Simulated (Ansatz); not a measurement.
Sn(Cl)2(NH2)2 (Cl2H4N2Sn), SMILES [NH2][Sn]([NH2])([Cl])[Cl].

The structure is a stationary point at r2SCAN-D4/def2-SVP. The structure was generated by enumeration; whether it is a known compound was not checked. The def2 effective core potentials stand for the cores of Sn; spin–orbit coupling is left out. Other conformers were not sampled.

Two levels are set side by side: PBE/def2-SVPD (Ansatz, a first-principles code) and CAM-B3LYP/def2-SVPD (Ansatz). Energy differences of separate SCF runs at the same geometry; the states with an electron removed or added have multiplicity 2 and 2. Differences are taken from unrounded values.

```json
[
 {"quantity": "vertical ionisation energy (eV)", "CAM-B3LYP": "10.48", "PBE": "9.66", "PBE minus CAM-B3LYP": "-0.82"},
 {"quantity": "vertical electron affinity (eV)", "CAM-B3LYP": "0.51", "PBE": "0.64", "PBE minus CAM-B3LYP": "0.13"},
 {"quantity": "vertical singlet–triplet gap (eV)", "CAM-B3LYP": "4.82", "PBE": "3.99", "PBE minus CAM-B3LYP": "-0.82"}
]
```
